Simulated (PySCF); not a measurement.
Ground-state electric properties of a mixed set of molecules.

All values: CAM-B3LYP/def2-SVPD (PySCF) at GFN2-xTB geometries, gas phase, one conformer each. Core orbitals are frozen in the response; Δα² is half the sum of the squared differences of the principal polarisabilities.

Question: Rank by HOMO energy, highest first.
A. `CC1=NN=CN1C` (C4H7N3)
B. `Cc1nn[nH]c1C` (C4H7N3)
C. `F[SiH2]C([SiH3])[SiH3]` (CH9FSi3)
D. `C#CC` (C3H4)
E. `C[Si@H]([SiH3])[SiH2]F` (CH9FSi3)
F. `C#Cc1nnc(C)o1` (C5H4N2O)

Answer: B (-8.26 eV), A (-8.45 eV), F (-8.83 eV), D (-9.13 eV), E (-9.47 eV), C (-10.15 eV).

Question: Rank by HOMO–LUMO gap, highest first.
A. `C=CO[Si@@H](S)C=C` (C4H8OSSi)
B. `C#Cc1nnc(C)o1` (C5H4N2O)
C. `CC#C` (C3H4)
D. `F[SiH2]C([SiH3])[SiH3]` (CH9FSi3)
E. `Cc1nn[nH]c1C` (C4H7N3)
F. `[SiH3][Si](F)([SiH3])C` (CH9FSi3)

Answer: D (10.85 eV), C (10.51 eV), F (9.43 eV), E (9.25 eV), A (8.82 eV), B (8.41 eV).

Question: Rank by polarisability anisotropy Δα, lowest first.
A. `C#Cc1nnc(C)o1`
B. `[F:1][SiH2:2][CH:3]([SiH3:4])[SiH3:5]` with F1–Si2–C3–Si4 -66°
C. `[CH3:1][Si@H:2]([SiH3:3])[SiH2:4][F:5]` with C1–Si2–Si4–F5 162°
D. `c1nnc(C)n1C`
E. `[CH2:1]=[CH:2][O:3][Si@@H:4]([SH:5])[CH:6]=[CH2:7]` with C1–C2–O3–Si4 3°, C2–O3–Si4–S5 55°, O3–Si4–S5–H 156°, O3–Si4–C6–C7 159°
F. `C[Si](F)([SiH3])[SiH3]`

Answer: B (3.00 Å³), C (3.98 Å³), D (4.21 Å³), F (4.47 Å³), E (5.44 Å³), A (9.50 Å³).

All values together:

```
                SMILES   formula  μ (D)  HOMO (eV)  LUMO (eV)  α (Å³)  Δα (Å³)  electrons  α per electron (Å³)
             Cc1nncn1C    C4H7N3   6.27      -8.45       0.83    9.63     4.21         52                0.185
                  C#CC      C3H4   0.80      -9.13       1.38    5.17     3.15         22                0.235
     C=CO[Si@@H](S)C=C  C4H8OSSi   1.44      -8.53       0.29   14.41     5.44         70                0.206
C[Si@H]([SiH3])[SiH2]F   CH9FSi3   2.37      -9.47      -0.11   14.57     3.98         66                0.221
         C#Cc1nnc(C)o1   C5H4N2O   3.46      -8.83      -0.42   11.11     9.50         56                0.198
          Cc1nn[nH]c1C    C4H7N3   4.89      -8.26       0.99    9.79     4.31         52                0.188
F[SiH2]C([SiH3])[SiH3]   CH9FSi3   2.00     -10.15       0.70   13.43     3.00         66                0.203
C[Si](F)([SiH3])[SiH3]   CH9FSi3   1.66      -9.32       0.11   14.70     4.47         66                0.223
```

Conformers: `[CH2:1]=[CH:2][O:3][Si@@H:4]([SH:5])[CH:6]=[CH2:7]` with C1–C2–O3–Si4 3°, C2–O3–Si4–S5 55°, O3–Si4–S5–H 156°, O3–Si4–C6–C7 159°; `[CH3:1][Si@H:2]([SiH3:3])[SiH2:4][F:5]` with C1–Si2–Si4–F5 162°; `[F:1][SiH2:2][CH:3]([SiH3:4])[SiH3:5]` with F1–Si2–C3–Si4 -66°.

How closely does the mean polarisability follow the number of electrons in this set?

The correlation coefficient is 0.97; α per electron runs from 0.185 to 0.235 Å³.
